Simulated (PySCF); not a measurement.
The complex [CrF5]3- (charge -3) contains Cr(II), shell d4. The structure is a PBE0-D3(BJ)/def2-TZVP, IEF-PCM water geometry optimised for multiplicity 5; coordination square pyramidal, point group C4v, metal–donor distances 1.99–2.29 Å.

Method (PySCF 2.14, density fitting): CASSCF(4,5) with orbitals averaged over all microstates of the shell, strongly contracted NEVPT2 on the averaged canonical orbitals; basis x2c-TZVPall on the metal, x2c-SVPall elsewhere; spin-free X2C; IEF-PCM water; spin-orbit coupling by state interaction with the mean-field operator over all roots.

CASSCF energies above the lowest CASSCF root:

```tsv
state	CASSCF / cm⁻¹
5B1	0
5B2	11308
5A1	13751
5E	15084
3E	19720
3B1	19968
3A2	20325
3A1	23211
3E	23574
3A2	24472
3B1	25048
3E	26384
3B2	28662
1A1	28734
1E	28752
1B1	28840
3E	29879
3A2	30960
1B2	31565
1E	32334
1A1	32676
1A1	34702
```

Task: How does dynamic correlation (SC-NEVPT2) move these states?

Result: 
| state | NEVPT2 / cm⁻¹ | shift / cm⁻¹ |
| --- | --- | --- |
| 5B1 | 0 | 0 |
| 5B2 | 13344 | +2036 |
| 5A1 | 16464 | +2712 |
| 5E | 17079 | +1995 |
| 3E | 18697 | -1023 |
| 3B1 | 18509 | -1459 |
| 3A2 | 19307 | -1017 |
| 3A1 | 21468 | -1743 |
| 3E | 21832 | -1743 |
| 3A2 | 22466 | -2006 |
| 3B1 | 22579 | -2469 |
| 3E | 23346 | -3038 |
| 3B2 | 27366 | -1297 |
| 1A1 | 27189 | -1545 |
| 1E | 27222 | -1530 |
| 1B1 | 27234 | -1606 |
| 3E | 29826 | -52 |
| 3A2 | 30860 | -100 |
| 1B2 | 29105 | -2460 |
| 1E | 29530 | -2804 |
| 1A1 | 29127 | -3549 |
| 1A1 | 31222 | -3480 |

No frequencies were computed for the optimised geometry. NEVPT2 lifts 5A1 from 13751 to 16464 cm⁻¹; on the d shell alone such lifts tend to overshoot. Gaps between spin states lean to high spin in this active space.
